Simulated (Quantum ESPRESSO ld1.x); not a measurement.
Values are calculated unless marked as measured or tabulated.
Charge is removed step by step from the 3p down level of the iron ion Fe2+, starting from [Ne] 3s2 3p(up 3, down 3) 3d6. Level of theory: scalar-relativistic Kohn-Sham, LDA (Slater exchange, VWN5 correlation), spin-polarised, spherical densities, point nucleus; open shells are filled with parallel spins first (ld1.x of Quantum ESPRESSO 7.5).

removed (e) = 0: E - E(0) (eV) 0.000; eigenvalue (eV) -75.873; E minus straight line (eV) 0.000
removed (e) = 0.25: E - E(0) (eV) 19.504; eigenvalue (eV) -80.226; E minus straight line (eV) -1.700
removed (e) = 0.5: E - E(0) (eV) 40.116; eigenvalue (eV) -84.740; E minus straight line (eV) -2.292
removed (e) = 0.75: E - E(0) (eV) 61.875; eigenvalue (eV) -89.398; E minus straight line (eV) -1.736
removed (e) = 1: E - E(0) (eV) 84.815; eigenvalue (eV) -94.183; E minus straight line (eV) 0.000

Removing the whole electron costs 84.815 eV by Delta-SCF, against 75.873 eV from minus the eigenvalue at the starting occupation. Slater's transition state (half an electron removed) gives 84.740 eV. Integrating minus the eigenvalue over the occupation (Janak's theorem) gives 84.836 eV. In this scalar-relativistic scheme the density is built from large components alone, so the theorem holds only approximately. The mean slope of the eigenvalue, de/dn, is 18.3 eV per electron.
